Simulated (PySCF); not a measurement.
These compounds are isomers of formula C$_{6}$H$_{5}$FN$_{2}$.

A. `C(C#C)n1nccc1F`
B. SMILES [H]/N=C\c1ccc(F)cn1
C. SMILES C(=C)c1nccnc1F

Spectrum 1. 1H NMR (500 MHz, computed): δ 13.20 (br s, 1H), 8.91 (m, 1H), 8.51 (s, 1H), 7.77 (m, 1H), 7.45 (m, 1H). 13C{1H} NMR (computed): δ 169.5 (C), 166.9 (CH), 150.0 (C), 144.5 (CH), 130.7 (CH), 130.1 (CH).

Spectrum 2. 1H NMR (500 MHz, computed): δ 7.44 (m, 1H), 5.91 (m, 1H), 4.94 (d, 2H), 1.85 (t, 1H). 13C{1H} NMR (computed): δ 163.5 (C), 140.5 (CH), 93.4 (CH), 82.6 (C), 81.7 (CH), 40.8 (CH2).

Spectrum 3. 1H NMR (500 MHz, computed): δ 8.67 (d, 1H), 8.33 (m, 1H), 7.55 (m, 1H), 7.27 (m, 1H), 6.20 (m, 1H). 13C{1H} NMR (computed): δ 167.0 (C), 147.1 (CH), 146.7 (CH), 144.3 (C), 134.3 (CH), 132.3 (CH2).

Computed data (PySCF 2.14): GIAO PBE0/pcSseg-1 shieldings, GFN2-xTB geometry. In vacuum, single conformer, no relativistic terms, equivalent nuclei averaged.

References, each an isolated molecule treated in the same way: 1H and 13C against TMS. Splittings of carbon signals by F and P are missing where no couplings were computed. Where no couplings were computed, multiplicities follow the n + 1 count of equivalent neighbours, and m marks all less simple cases (inequivalent or close neighbours, rings, F or P nearby). Shifts are as computed. Against solution values, carbons near 30 ppm lie about +3 ppm off and those near 130 ppm about +5 ppm. Of 1211 compounds with measured shifts, 218 miss one by over three times the rms of a fit or turn the order of signals round; such compounds aren't used in these exercises. OH and NH positions are gas-phase values without hydrogen bonding to other molecules.

Problem. Which spectrum belongs to which compound?

Solution. 1–B, 2–A, 3–C.

- Spectrum 1 (B): 6 13C signals; δC 169.5 is an aromatic carbon bearing fluorine; δC 144.5 is an aromatic CH next to a ring nitrogen.
- Spectrum 2 (A): 6 13C signals; δC 163.5 is an aromatic carbon bearing fluorine; δC 140.5 is an aromatic CH next to a ring nitrogen.
- Spectrum 3 (C): 6 13C signals; δC 167.0 is an aromatic carbon bearing fluorine; δC 147.1 is an aromatic CH next to a ring nitrogen.
